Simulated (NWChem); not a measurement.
All runs are NWChem calculations. System: N-methylmethanimine (C₂H₅N), charge 0, spin multiplicity 1, at a geometry optimised with B3LYP/def2-SVP. Level: B3LYP/def2-TZVP, VWN1-RPA local correlation.

Output (cleaned and shortened):

```
             Northwest Computational Chemistry Package (NWChem) 7.3.0
             --------------------------------------------------------

                                NWChem Input Module
                                -------------------

 Scaling coordinates for geometry "geometry" by  1.889725989
 (inverse scale =  0.529177249)

 Turning off AUTOSYM since
 SYMMETRY directive was detected!

                             Geometry "geometry" -> ""
                             -------------------------

 Output coordinates in angstroms (scale by  1.889725989 to convert to a.u.)

  No.       Tag          Charge          X              Y              Z
 ---- ---------------- ---------- -------------- -------------- --------------
    1 C                    6.0000    -1.10182900     0.34522800     0.00000000
    2 N                    7.0000     0.03540500    -0.54481100     0.00000000
    3 C                    6.0000     1.19759200    -0.04733400     0.00000000
    4 H                    1.0000    -1.72936800     0.13391300    -0.88239000
    5 H                    1.0000    -1.72936800     0.13391300     0.88239000
    6 H                    1.0000    -0.83814200     1.42368300     0.00000000
    7 H                    1.0000     1.39871500     1.04547700     0.00000000
    8 H                    1.0000     2.07574800    -0.71067300     0.00000000

 Effective nuclear repulsion energy (a.u.)      71.9808712168

            Nuclear Dipole moment (a.u.)
            ----------------------------
        X                 Y               Z
 ---------------- ---------------- ----------------
    -0.0000037795     0.0000000000     0.0000000000

      Symmetry information
      --------------------

 Group name             Cs
 Group number              2
 Group order               2
 No. of unique centers     7

      Symmetry unique atoms

     1    2    3    4    6    7    8


 Summary of "ao basis" -> "" (spherical)
 ------------------------------------------------------------------------------
       Tag                 Description            Shells   Functions and Types
 ---------------- ------------------------------  ------  ---------------------
 *                         def2-tzvp                  on all atoms

                                 NWChem DFT Module
                                 -----------------

 Summary of "ao basis" -> "ao basis" (spherical)
 ------------------------------------------------------------------------------
[...]
 Vector   11  Occ=2.000000D+00  E=-3.116292D-01  Symmetry=a"
              MO Center=  1.4D-01, -1.6D-01, -5.7D-15, r^2= 2.2D+00
   Bfn.  Coefficient  Atom+Function         Bfn.  Coefficient  Atom+Function
  ----- ------------  ---------------      ----- ------------  ---------------
    39      0.276579  2 N  pz                70      0.275048  3 C  pz
    73      0.233902  3 C  pz                42      0.232536  2 N  pz
     8     -0.151568  1 C  pz                76      0.150137  3 C  pz
    45      0.147411  2 N  pz                95      0.134411  4 H  s
   101     -0.134411  5 H  s                 11     -0.103989  1 C  pz

 Vector   12  Occ=2.000000D+00  E=-2.616646D-01  Symmetry=a'
              MO Center=  1.4D-01, -3.8D-01, -7.6D-16, r^2= 1.9D+00
   Bfn.  Coefficient  Atom+Function         Bfn.  Coefficient  Atom+Function
  ----- ------------  ---------------      ----- ------------  ---------------
    38      0.367828  2 N  py                41      0.299148  2 N  py
    44      0.244945  2 N  py                35     -0.179813  2 N  s
   114     -0.178251  7 H  s                 36     -0.156475  2 N  s
   113     -0.144429  7 H  s                108     -0.135189  6 H  s
     7     -0.120368  1 C  py               107     -0.120909  6 H  s

 Vector   13  Occ=0.000000D+00  E=-2.210066D-02  Symmetry=a"
              MO Center=  7.0D-01, -1.6D-01,  1.9D-16, r^2= 2.4D+00
   Bfn.  Coefficient  Atom+Function         Bfn.  Coefficient  Atom+Function
  ----- ------------  ---------------      ----- ------------  ---------------
    76      0.581290  3 C  pz                45     -0.507094  2 N  pz
    39     -0.324889  2 N  pz                70      0.303244  3 C  pz
    73      0.285926  3 C  pz                42     -0.255493  2 N  pz
    96     -0.193684  4 H  s                102      0.193684  5 H  s
    95     -0.055286  4 H  s                101      0.055286  5 H  s

 Vector   14  Occ=0.000000D+00  E= 4.879945D-02  Symmetry=a'
              MO Center= -7.4D-01,  6.8D-01,  5.4D-14, r^2= 6.7D+00
   Bfn.  Coefficient  Atom+Function         Bfn.  Coefficient  Atom+Function
  ----- ------------  ---------------      ----- ------------  ---------------
     5      4.133446  1 C  s                 96     -1.650325  4 H  s
   102     -1.650325  5 H  s                108     -1.560953  6 H  s
   114     -0.799185  7 H  s                120     -0.678260  8 H  s
    74      0.641096  3 C  px                43      0.478690  2 N  px
    75      0.281713  3 C  py                12     -0.260764  1 C  px

 Vector   15  Occ=0.000000D+00  E= 7.606887D-02  Symmetry=a'
              MO Center=  6.0D-01,  5.3D-01, -7.3D-17, r^2= 7.6D+00
   Bfn.  Coefficient  Atom+Function         Bfn.  Coefficient  Atom+Function
  ----- ------------  ---------------      ----- ------------  ---------------
    67      2.847202  3 C  s                  5     -2.319182  1 C  s
   114     -2.008486  7 H  s                 96      1.313686  4 H  s
   102      1.313686  5 H  s                120     -1.183656  8 H  s
    66      0.532244  3 C  s                 43     -0.511911  2 N  px
    13      0.460110  1 C  py                36     -0.397625  2 N  s

 center of mass
 --------------
 x =   0.03582939 y =  -0.08834061 z =   0.00000000

 moments of inertia (a.u.)
 ------------------
          38.489865938022          25.565670752232           0.000000000000
          25.565670752232         165.700610440108           0.000000000000
           0.000000000000           0.000000000000         192.981551838856

     Multipole analysis of the density
     ---------------------------------

     L   x y z        total         alpha         beta         nuclear
     -   - - -        -----         -----         ----         -------
     0   0 0 0     -0.000000    -12.000000    -12.000000     24.000000

     1   1 0 0      0.104646      0.052325      0.052325     -0.000004
     1   0 1 0      0.565779      0.282889      0.282889      0.000000
     1   0 0 1     -0.000000     -0.000000     -0.000000      0.000000

     2   2 0 0    -12.320818    -57.668262    -57.668262    103.015706
     2   1 1 0     -0.270700      7.768682      7.768682    -15.808064
     2   1 0 1     -0.000000     -0.000000     -0.000000      0.000000
     2   0 2 0    -15.889300    -19.491842    -19.491842     23.094385
     2   0 1 1      0.000000      0.000000      0.000000      0.000000
     2   0 0 2    -14.887765    -10.224356    -10.224356      5.560948

 Task  times  cpu:        5.9s     wall:        5.9s

 Total times  cpu:        5.9s     wall:        5.9s
```

Problem. Write an NWChem input that would produce this output.

Solution. One answer among several that fit: 
```
start mol
memory heap 200 mb stack 900 mb global 1100 mb
geometry units angstroms nocenter noautoz
  C     -1.101829     0.345228     0.000000
  N      0.035405    -0.544811     0.000000
  C      1.197592    -0.047334     0.000000
  H     -1.729368     0.133913    -0.882390
  H     -1.729368     0.133913     0.882390
  H     -0.838142     1.423683     0.000000
  H      1.398715     1.045477     0.000000
  H      2.075748    -0.710673     0.000000
  symmetry group Cs
end
basis spherical
  * library def2-tzvp
end
dft
  xc b3lyp
  semidirect memsize 60000000 filesize 0
  iterations 100
end
task dft energy
```
